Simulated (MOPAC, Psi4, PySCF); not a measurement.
Torsional profile of SMILES [SiH2](OC)C#N, singlet. Scanned: dihedral C1–O2–Si3–C4; all other coordinates were relaxed at B3LYP-D3(BJ)/def2-SVP. Points at φ and −φ are mirror images. Heavy atoms are numbered in the order of the SMILES CO[SiH2]C#N, hydrogens after them in the order of the atoms that carry them; the mirror image has the same energies with the sign of each dihedral reversed.

- RKS-B3LYP/6-31G* = PySCF with restricted B3LYP/6-31G*, spherical d // B3LYP-D3(BJ)/def2-SVP
- PM7, restricted, heats of formation // B3LYP-D3(BJ)/def2-SVP (MOPAC)
- PBE/def2-TZVP // B3LYP-D3(BJ)/def2-SVP (Psi4)
- MP2/cc-pVTZ = DF-MP2 (frozen core)/cc-pVTZ // B3LYP-D3(BJ)/def2-SVP (Psi4)

Energies relative to the lowest point of each profile, in mEh:

| φ / ° | RKS-B3LYP/6-31G* | PM7 | PBE/def2-TZVP |
|---|---|---|---|
| -150 | 2.8 | 2.9 | 2.7 |
| -120 | 2.7 | 2.7 | 2.6 |
| -90 | 1.0 | 0.6 | 1.0 |
| -60 | 0.0 | 0.0 | 0.0 |
| -30 | 1.1 | 1.7 | 1.1 |
| 0 | 2.2 | 3.1 | 2.2 |
| 30 | 1.1 | 1.7 | 1.1 |
| 60 | 0.0 | 0.0 | 0.0 |
| 90 | 1.0 | 0.6 | 1.0 |
| 120 | 2.7 | 2.7 | 2.6 |
| 150 | 2.8 | 2.9 | 2.7 |
| 180 | 2.5 | 2.7 | 2.4 |

Problem. Predict the corresponding MP2/cc-pVTZ column.

Solution. -150: 3.2; -120: 3.1; -90: 1.3; -60: 0.0; -30: 1.0; 0: 2.2; 30: 1.0; 60: 0.0; 90: 1.3; 120: 3.1; 150: 3.2; 180: 2.7 (mEh).
